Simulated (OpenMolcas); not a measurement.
## 3d ions of charge +2 along the row

| Quantity | Value |
| --- | --- |
| Program | OpenMolcas 26.06 |
| Method | MS-CASPT2, IPEA 0.25 Eh, imaginary shift 0.1 Eh |
| Basis | ANO-RCC-VTZP |
| Scalar Hamiltonian | DKH2, point nucleus |
| Spin-orbit coupling | state interaction with AMFI integrals over the reference wave functions, term energies averaged over their components |

Active space: the 3d shell; CASPT2 also correlates the outermost closed s and p core shells.

B and C come from two terms' centres of gravity (d2, d8: 3P = 15B, 1G = 12B + 2C; d3, d7: 4P = 15B, 2G = 4B + 3C; d4, d6: 3G = 9B + 4C, 3H = 4B + 4C; d5: 4D = 17B + 5C, 4G = 10B + 5C, above the ground term), where all their levels are at least 80 % pure. ζ = ±2S·A comes from the whole width of the ground multiplet by E(J) = (A/2) J(J+1), where its levels are at least 85 % pure. Energies in cm-1.

| Ion | Configuration | Lowest level | Weight (%) | B | B measured | C | C measured | ζ | ζ measured |
| --- | --- | --- | --- | --- | --- | --- | --- | --- | --- |
| V2+ | 3d3 | 4F 3/2 | 100 | 791 | 755 | 2947 | 2910 | 180 | 167 |
| Cr2+ | 3d4 | 5D0 | 100 | 724 | 691 | 3770 | 3575 | 249 | 230 |
| Mn2+ | 3d5 | 6S 5/2 | 100 | 802 |  | 4141 |  |  |  |
| Fe2+ | 3d6 | 5D4 | 100 | 927 | 917 | 4241 | 4040 | 416 | 411 |
| Co2+ | 3d7 | 4F 9/2 | 100 | 992 | 971 | 4146 | 4209 | 546 | 533 |

Measured columns use the levels in Sugar and Corliss, J. Phys. Chem. Ref. Data 7, 1191 (1978) (V2+); Sugar and Corliss, J. Phys. Chem. Ref. Data 6, 317 (1977) (Cr2+); Corliss and Sugar, J. Phys. Chem. Ref. Data 11, 135 (1982) (Fe2+); Sugar and Corliss, J. Phys. Chem. Ref. Data 10, 1097 (1981) (Co2+).

The computed B goes from 791 (V2+) to 992 cm-1 (Co2+), a factor of 1.25, though not at every step. It departs from the measured column by +1 to +5 %. The Trees term is left out, which lowers the B read from the levels of every ion, most for d4 to d6. The pair of terms that fixes B changes along the row, so steps between ions also reflect that choice.

The computed ζ goes from 180 (V2+) to 546 cm-1 (Co2+), a factor of 3.03, rising at every step. It departs from the measured column by +1 to +8 %.

CASPT2 does not keep the components of a term degenerate, so their means are used; among the low terms the widest spread is 1400 cm-1 (3d4 1I, Cr2+). Terms from blocks run as CI alone lack orbitals of their own. The CASPT2 spread within a term exceeds the gap to the next term for 3d3 4P and 3d3 2G, so the order of their levels is uncertain (figures for V2+; the like holds for Cr2+, Mn2+, Fe2+, Co2+). Blocks of more than 70 roots (2S+1 = 2 even) ran without multistate coupling (holds for Mn2+). Measured partners are found by configuration, term and J. A level has none where our copy of the source lacks it or the pairing is in doubt (some pairs that miss far off the trend of their configuration count as doubtful), and it then counts in no deviation. Levels of configurations outside the active space are missing.
